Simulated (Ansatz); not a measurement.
Name a neutral molecule of C, Ga, O, S and H with HOMO energy (ωB97M-V/def2-TZVPP) between -9.45 and -9.15 eV and LUMO energy (ωB97M-V/def2-TZVPP) between 0.45 and 0.75 eV (Ansatz, PBE0-D4/def2-TZVP geometry).

`C1[O][GaH][S]1` (-9.37 eV, 0.59 eV). Other molecules can fit too; these were computed, each in one conformer that needn't be the lowest.
